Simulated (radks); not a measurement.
The numbers below are computed, except where a source is named.
K4+, 15 electrons, occupied as [Ne] 3s2 3p3 (the NIST ground configuration). Code: a radial shooting solver on a logarithmic mesh with Libxc functionals. Model: non-relativistic Kohn-Sham, PBE, spin-polarised, spherical densities, point nucleus; open shells are filled with parallel spins first.

Unscreened Slater integrals over Kohn-Sham orbitals (cm^-1). They are taken over the spin-up orbitals. Empty in this configuration: 3d.

integral,value
"F0(3p,3p)",159980
"F2(3p,3p)",81802
"F0(3p,3s)",164080
"G1(3p,3s)",110180
"F0(3p,2p)",215370
"F2(3p,2p)",42521
"G0(3p,2p)",17231
"G2(3p,2p)",17669
"F0(3p,2s)",211710
"G1(3p,2s)",13229
"F0(3p,3d)",151800
"F2(3p,3d)",75557
"G1(3p,3d)",93630
"G3(3p,3d)",57983
"F0(3s,3s)",168600
"F0(3s,2p)",222660
"G1(3s,2p)",18636
"F0(3s,2s)",219820
"G0(3s,2s)",14897
"F0(3s,3d)",155570
"G2(3s,3d)",72728
"F0(2p,2p)",574010
"F2(2p,2p)",268020
"F0(2p,2s)",535820
"G1(2p,2s)",314040
"F0(2p,3d)",193820
"F2(2p,3d)",35252
"G1(2p,3d)",24348
"G3(2p,3d)",13752
"F0(2s,2s)",510710
"F0(2s,3d)",193300
"G2(2s,3d)",21237
"F0(3d,3d)",145350
"F2(3d,3d)",71997
"F4(3d,3d)",45871

Derived for the open shells (J is the average intra-shell exchange parameter used in DFT+U). 3p: J = F2/5 = 16360 cm^-1.
